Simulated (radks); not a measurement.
Results of a calculation; reference values are marked as such.
Initial-state core-level shifts of the bismuth ion Bi+ when its valence configuration changes from [Hg] 6p2. Level of theory: non-relativistic Kohn-Sham, PBEsol, spin-polarised, spherical densities, point nucleus; open shells are filled with parallel spins first (spin-orbit coupling, left out, can overturn this in heavy ions); relativity is left out, which matters for an element this heavy (a radial shooting solver on a logarithmic mesh with Libxc functionals). Shifts are changes of the shell-averaged eigenvalues in eV (positive: less bound); the change of the density at the nucleus, which sets a Mossbauer isomer shift, is in e/bohr^3, on a base of 4.109e+05.

| valence | 1s | 2s | 2p | 3d | density at nucleus |
|---|---|---|---|---|---|
| [Xe] 4f13 5d10 6s2 6p3 | -22.977 | -24.807 | -24.401 | -26.484 | +43.04 |
| [Xe] 4f14 5d10 6s1.5 6p2.5 | -0.478 | -0.476 | -0.474 | -0.482 | -15.62 |
| [Xe] 4f14 5d8 6s2 6p4 | -14.039 | -14.419 | -14.413 | -14.195 | +24.37 |
| [Xe] 4f14 5d10 6p4 | -2.364 | -2.351 | -2.344 | -2.371 | -63.51 |
| [Xe] 4f14 5d9 6s2 6p3 | -6.873 | -7.055 | -7.052 | -6.954 | +12.19 |
| [Xe] 4f13 5d8 6s2 6p5 | -37.615 | -39.869 | -39.458 | -41.274 | +68.47 |
| [Xe] 4f13 5d9 6s2 6p4 | -30.291 | -32.324 | -31.915 | -33.874 | +55.47 |
| [Xe] 4f14 5d9 6s1 6p4 | -8.024 | -8.203 | -8.195 | -8.112 | -22.56 |
| [Xe] 4f14 5d9.5 6s1.5 6p3 | -3.877 | -3.964 | -3.960 | -3.923 | -10.43 |
